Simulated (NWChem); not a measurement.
# C2H5In; SMILES C=[CH][InH2]

```xyz
8

In    -0.0120    -0.6143    -0.0004
H     -1.7308    -0.9397     0.0014
H      1.1802    -1.8890    -0.0028
C      0.5529     1.4750    -0.0006
C     -0.3800     2.4509     0.0001
H      1.6175     1.7746    -0.0015
H     -0.1145     3.5258    -0.0002
H     -1.4632     2.2306     0.0010
```
Atoms are numbered in this order, from 1.

Level: PBE-D3(BJ)/def2-SVP with def2 effective core potentials on In (NWChem), optimised geometry, unscaled harmonic frequencies. def2 effective core potentials on In; no spin-orbit coupling.

| frequency (cm⁻¹) | IR intensity (km/mol) |
|---|---|
| 135 | 0.0 |
| 184 | 2.7 |
| 365 | 54.5 |
| 385 | 0.9 |
| 493 | 79.0 |
| 528 | 118.0 |
| 576 | 118.9 |
| 949 | 28.0 |
| 956 | 11.0 |
| 1012 | 12.2 |
| 1205 | 14.4 |
| 1365 | 10.0 |
| 1592 | 11.1 |
| 1715 | 144.5 |
| 1728 | 271.9 |
| 3022 | 27.7 |
| 3067 | 11.7 |
| 3112 | 12.6 |

```json
{
 "zero_point_energy": "32.0 kcal/mol",
 "thermal correction to the enthalpy at 298.15 K (with zero-point energy)": "36.0 kcal/mol",
 "heat capacity Cv": "18.0 cal/(mol K)",
 "entropy at 298.15 K and 1 atm (symmetry number 1)": "74.7 cal/(mol K)"
}
```

Rigid rotor and harmonic oscillator.
